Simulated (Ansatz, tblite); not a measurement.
Spin states of Li₈S₄ (the lowest singlet isomer of a short search), each relaxed with PBE0-D4/def2-SVP in Ansatz. Electronic energies in the gas phase.

The xTB rows come from tblite. LC-ωPBE has ω = 0.4 bohr⁻¹. B3LYP takes the VWN-RPA correlation. Correlated methods freeze 20 core orbitals; core or outer-core shells of Li are correlated, in sets that lack core-valence functions. The rows differ in basis, and correlated rows in double-zeta sets carry the largest basis error. The structure comes from a short search, and lower isomers may exist.

Singlet geometry (C3v within 0.1 Å):

```xyz
12

Li   -1.0293   -1.1128   -2.0770
Li   -0.6125   -0.2605    1.9587
Li   -2.4433    0.7258    0.2992
Li    0.1913   -2.4584    0.6945
Li    1.4387    1.3960    1.6022
Li    2.3293   -0.5329   -0.9497
Li    0.0561    2.2139   -1.3060
Li    0.0605    0.0268   -0.1940
S    -1.7947   -1.4670    0.1189
S     0.7437    0.3071   -2.3737
S     1.7206   -0.8601    1.2989
S    -0.6606    2.0222    0.9279
```

Triplet geometry:

```csv
atom,x (Å),y (Å),z (Å)
Li1,-0.9301,-1.8480,-1.5147
Li2,0.5351,0.0754,2.2344
Li3,-2.4756,-1.1584,0.9436
Li4,2.0685,-1.3667,0.5505
Li5,0.4370,2.3526,0.7908
Li6,1.8525,0.9360,-1.7888
Li7,-2.0599,0.7719,-1.2970
Li8,0.1625,0.0773,-0.2538
S9,-0.1934,-1.8728,1.0115
S10,-0.1614,0.1267,-2.4651
S11,2.2094,0.9186,0.5718
S12,-1.4448,0.9877,1.2167
```

Quintet geometry:

```xyz
12

Li   -2.486    1.540    0.042
Li    1.173   -0.073   -2.087
Li   -1.110   -1.511   -1.129
Li    0.396    2.436   -0.694
Li    2.647   -0.772    1.032
Li   -1.106    0.745    2.600
Li   -0.124   -1.988    1.536
Li    0.222    0.229    0.378
S    -1.103    0.802   -1.696
S    -2.021   -0.612    0.871
S     2.317    1.046   -0.364
S     1.194   -1.842   -0.489
```

⟨S²⟩: triplet 2.01 at PBE0-D4/def2-TZVP (pure 2.00), quintet 6.01 at PBE0-D4/def2-TZVP (pure 6.00).

Only these spin states were relaxed. The triplet has other bonds than the singlet, so the gap mixes isomer and spin. The quintet has other bonds than the singlet, so the gap mixes isomer and spin.

```csv
level,triplet − singlet (kcal/mol),quintet − singlet (kcal/mol),lowest of these
GFN1-xTB,45.7,82.4,singlet
HF/STO-3G,72.4,132.2,singlet
HF/def2-SVP,73.7,134.7,singlet
HF/def2-TZVP,71.2,130.7,singlet
PBE-D4/def2-TZVP,67.6,126.7,singlet
r2SCAN-D4/def2-TZVP,70.7,131.7,singlet
B3LYP-D4/def2-TZVP,73.8,139.4,singlet
PBE0-D4/def2-TZVP,72.2,134.7,singlet
LC-ωPBE/def2-TZVP,79.2,147.1,singlet
MP2/def2-SVP,77.9,149.3,singlet
CCSD/def2-SVP,75.9,143.0,singlet
CCSD(T)/def2-SVP,74.6,141.0,singlet
```

Change of the quintet − singlet gap on mixing in exact exchange, in kcal/mol: PBE to PBE0 (25 % exact exchange) 8.0.

The xTB methods have no spin-polarisation term.
